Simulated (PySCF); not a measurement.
B(H)2(NHtBu), C4H12BN, SMILES BNC(C)(C)C, GFN2-xTB optimised geometry. Atoms within 1.6 Å of the plane z = 0.0 Å (x, y, z in Å): B1 (1.41, 1.18, 0.00), H2 (0.81, 2.18, 0.00), H3 (2.58, 1.18, 0.00), N4 (0.78, -0.04, 0.00), C5 (-0.63, -0.43, 0.00), C6 (-0.91, -1.25, 1.27), C7 (-1.55, 0.79, -0.02), C8 (-0.90, -1.29, -1.24), H9 (1.35, -0.88, 0.01), H11 (-1.95, -1.56, 1.30), H12 (-0.28, -2.14, 1.30), H13 (-2.58, 0.47, -0.03), H14 (-1.36, 1.39, -0.91), H15 (-1.38, 1.41, 0.86), H16 (-1.94, -1.60, -1.27), H18 (-0.27, -2.18, -1.23).

Level of theory: PBE0/def2-SVP in PySCF. Cells within 0.4 Å of a nucleus heavier than hydrogen are left out (blank, or x).

Map of the HOMO−1 amplitude (bohr^(-3/2)), clipped to [-0.25, 0.25] on the plane z = 0.0 Å; orbital energy -8.62 eV, overall sign arbitrary:

```
|44444445555555555555555554444|
|44444444555555555555555544444|
|44444444455555555555555444444|
|44444444455555555555555444444|
|44444444445555555555554444444|
|44444444445555555555554444444|
|44444444444555566655544444444|
|44444444444555678765444444444|
|44444444444455679975444444444|
|44444444444455679974323344444|
|444444444444556789x2101344444|
|544444444xx455567xxx001344444|
|544444444xx554555531112344444|
|55444455556554434543333444444|
|5554555555665332xx54444444444|
|554555555556xx33x765544444444|
|444445555555xx345675554444444|
|44444445555554445665555444444|
|44444444445554455555555544444|
|44444444444555555555555554444|
|44444444444455555555555555444|
|44444444444455555555555555554|
|44444444444455555555555555555|
|44444444444555555555555555555|
|44444444444555555555555555555|
|44444444445555555555555555555|
|44444444445555555555555555555|
|44444444455555555555555555555|
|44444444455555555555555555555|
```
Scale: ten equal steps from -0.250 (start of '0') to 0.250 (end of '9'), in the order '0123456789'; x runs from -5.00 to 5.00, y from -5.00 (bottom) to 5.00 (top).
